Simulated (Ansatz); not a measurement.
The free Y atom, lowest solution found in each spin (singlets restricted, other states unrestricted); no spin–orbit coupling, and no relativity up to Kr.

| level | energy of multiplicity 4 less that of multiplicity 2 (eV) | cost |
|---|---|---|
| SVWN5/def2-TZVPP | 0.990 | ×0.3 |
| B97M-V/def2-TZVPP | 0.798 | ×2 |
| B3LYP/def2-TZVPP | 1.080 | ×0.9 |
| PBE0/def2-SVP | 0.856 | ×0.3 |
| PBE0/def2-TZVPP | 0.847 | ×0.5 |
| BHLYP/def2-TZVPP | 1.161 | ×0.6 |
| CAM-B3LYP/def2-TZVPP | 1.195 | ×0.8 |
| wB97X-V/def2-TZVPP | 1.234 | ×2 |
| wB97M-V/def2-TZVPP | 1.343 | ×2 |
| B2PLYP/def2-TZVPP | 1.282 | ×0.5 |
| CCSD/def2-TZVPP | 1.438 | - |
| CCSD/def2-QZVPP | 1.336 | - |
| CCSD(T)/def2-QZVPP | 1.432 | ×3 |
| CCSD(T)/CBS(def2-TZVPP, def2-QZVPP) | 1.372 | ×5 |

The rows run from 0.798 (B97M-V/def2-TZVPP) to 1.438 eV (CCSD/def2-TZVPP). The 9 functionals in def2-TZVPP without D3 or D4 span 0.545, from B97M-V to wB97M-V.

Correlated levels freeze the inner cores; with def2 sets outer-core shells near the valence are correlated too. CBS: X⁻³ extrapolation of the correlation energy, Hartree–Fock from the larger set.

Codes used: Ansatz (Gaussian orbitals).  In def2 rows elements past Kr take small-core potentials, without spin–orbit coupling.

Costs are rough ratios of core time to PBE/def2-TZVPP (about 60 s over the structures, on one shared machine); a dash marks a level with no comparable run of its own.

Ansatz is a first-principles code.
